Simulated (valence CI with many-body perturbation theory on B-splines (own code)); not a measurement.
## Dy⁵³⁺: magnetic and hyperfine properties of the levels

Computed by relativistic CI+MBPT: three valence electrons over a frozen Dirac-Fock core [Ne], radial functions for each j: 11 s, 11 p, 9 d, 7 f, 5 g, 2 h, 1 i, with the one-electron correlation potential Σ1 (screened to all orders), the two-electron term Σ2, the three-electron term Σ3, Breit, model QED; selected single and double excitations, second order for the rest (own B-spline code, finite nucleus).

The last digits are not significant, and no measured levels were compared; by estimate large intervals hold to a few tenths of a per cent, small ones and those within an open d or f shell to about a per cent.

A/g_I is the dipole constant over the nuclear g factor μ/I (μ in nuclear magnetons, uniformly magnetised nucleus), B/Q the quadrupole constant per barn. Both hold the static response of the core; the bare values leave it out. Large factors of s and p1/2 electrons are usually good to 5 to 10 %; those of open d and f shells near neutrality can be off by tens of per cent, and small factors of p3/2, d and f electrons come from cancelling terms and can be off by a factor of two or in sign, in half-filled shells by more. B is blank for J = 1/2, where it vanishes, and for nearly pure S terms. Energies count from the lowest level.

Levels are named by their leading jj configuration (3d3/2^4 stands for four electrons in 3d with j = 3/2), which in mixed levels can hold well under half, so a name can repeat and another be missing. Letters in brackets count levels of one name in rising energy.

| Level | E (× 10³ cm⁻¹) | g | A/g_I (MHz) | A/g_I bare | B/Q (MHz/b) | B/Q bare |
| --- | --- | --- | --- | --- | --- | --- |
| (3s^2 3p1/2) J=1/2 | 0.00 | 0.652 | 1120000 | 1100000 |  |  |
| (3s 3p1/2^2) J=1/2 | 1123.6 | 2.164 | 3380000 | 3310000 |  |  |
| (3s^2 3p3/2) J=3/2 | 1705.3 | 1.323 | 149000 | 148000 | 287000 | 283000 |
| (3s 3p1/2 3p3/2) J=3/2 [a] | 2625.7 | 1.642 | 807000 | 794000 | 233000 | 229000 |
| (3s 3p1/2 3p3/2) J=5/2 | 2749.1 | 1.347 | 980000 | 961000 | 213000 | 210000 |
| (3s 3p1/2 3p3/2) J=3/2 [b] | 2903.3 | 0.959 | 75100 | 76500 | 163000 | 161000 |
| (3s 3p1/2 3p3/2) J=1/2 | 2973.0 | 1.238 | -1180000 | -1150000 |  |  |
| (3s^2 3d3/2) J=3/2 | 3329.4 | 0.829 | 41000 | 43700 | 58000 | 59200 |
| (3s^2 3d5/2) J=5/2 | 3657.5 | 1.208 | 67100 | 68500 | 45700 | 47600 |
| (3p1/2^2 3p3/2) J=3/2 | 4018.6 | 1.173 | 95000 | 97500 | 218000 | 216000 |
| (3s 3p1/2 3d3/2) J=3/2 [a] | 4128.6 | 0.611 | -216000 | -209000 | 90800 | 90900 |
| (3s 3p1/2 3d3/2) J=5/2 | 4218.6 | 1.031 | 925000 | 907000 | 11900 | 13900 |
| (3s 3p1/2 3d3/2) J=1/2 | 4400.9 | 0.384 | -1370000 | -1340000 |  |  |
| (3s 3p3/2^2) J=5/2 | 4428.7 | 1.415 | 800000 | 785000 | 93000 | 91700 |
| (3s 3p1/2 3d3/2) J=3/2 [b] | 4434.2 | 1.299 | 822000 | 807000 | 45500 | 45400 |
| (3s 3p1/2 3d5/2) J=5/2 [a] | 4611.7 | 1.351 | 326000 | 323000 | 53200 | 54900 |
| (3s 3p3/2^2) J=1/2 | 4681.3 | 1.901 | 3460000 | 3380000 |  |  |
| (3s 3p1/2 3d5/2) J=7/2 | 4700.4 | 1.244 | 665000 | 653000 | 4670 | 7330 |
| (3s 3p3/2^2) J=3/2 | 4728.9 | 1.195 | -507000 | -490000 | -58200 | -57300 |
| (3s 3p1/2 3d5/2) J=5/2 [b] | 4776.0 | 1.043 | 21800 | 24500 | 68000 | 69100 |
| (3s 3p1/2 3d5/2) J=3/2 | 4814.0 | 1.116 | -687000 | -667000 | 22600 | 23900 |
| (3p1/2^2 3d3/2) J=3/2 | 5494.2 | 0.770 | 82100 | 82100 | 46600 | 48200 |
| (3p1/2 3p3/2^2) J=5/2 | 5680.9 | 1.160 | 422000 | 416000 | 39200 | 38900 |
| (3p1/2 3p3/2^2) J=3/2 | 5712.8 | 1.401 | -13200 | -6440 | 25100 | 24800 |
| (3p1/2 3p3/2^2) J=1/2 | 5822.9 | 0.688 | 1230000 | 1200000 |  |  |
| (3s 3p3/2 3d3/2) J=3/2 [a] | 5932.3 | 1.307 | 445000 | 439000 | -7750 | -8950 |
| (3s 3p3/2 3d3/2) J=1/2 [a] | 5943.2 | 2.235 | 1500000 | 1470000 |  |  |
| (3s 3p3/2 3d3/2) J=5/2 [a] | 5949.5 | 1.243 | 407000 | 402000 | 97400 | 95500 |
| (3s 3p3/2 3d3/2) J=7/2 | 5975.7 | 1.253 | 569000 | 560000 | 275000 | 272000 |
| (3p1/2^2 3d5/2) J=5/2 | 5976.3 | 1.194 | 26400 | 30300 | 40100 | 42200 |
| (3s 3p3/2 3d3/2) J=3/2 [b] | 6157.9 | 0.986 | 89500 | 90900 | -155000 | -153000 |
| (3s 3p3/2 3d5/2) J=9/2 | 6177.2 | 1.324 | 451000 | 444000 | 353000 | 350000 |
| (3s 3p3/2 3d3/2) J=5/2 [b] | 6268.6 | 0.963 | -122000 | -115000 | 190000 | 190000 |
| (3s 3p3/2 3d3/2) J=1/2 [b] | 6300.4 | 0.608 | 536000 | 526000 |  |  |
| (3s 3p3/2 3d5/2) J=5/2 [a] | 6340.8 | 1.327 | 671000 | 659000 | -151000 | -148000 |
| (3s 3p3/2 3d5/2) J=7/2 [a] | 6411.1 | 1.218 | 253000 | 250000 | 227000 | 226000 |
| (3s 3p3/2 3d5/2) J=3/2 [a] | 6426.1 | 1.160 | -247000 | -237000 | -150000 | -148000 |
| (3s 3p3/2 3d5/2) J=7/2 [b] | 6538.2 | 1.197 | 24600 | 27700 | 181000 | 181000 |
| (3s 3p3/2 3d5/2) J=1/2 | 6611.1 | 0.697 | -927000 | -904000 |  |  |
| (3s 3p3/2 3d5/2) J=3/2 [b] | 6680.5 | 1.302 | 802000 | 786000 | 89500 | 89600 |

Problem. Take the isotope of mass number 161, with I = 5/2, μ = -0.479 μN and Q = 2.51 b. What is the hyperfine structure of (3s 3p1/2 3p3/2) J=1/2?

Solution. From the table A = 226000 MHz. Shifts from the centre of gravity in MHz: F = 2: -396000, F = 3: 282000.
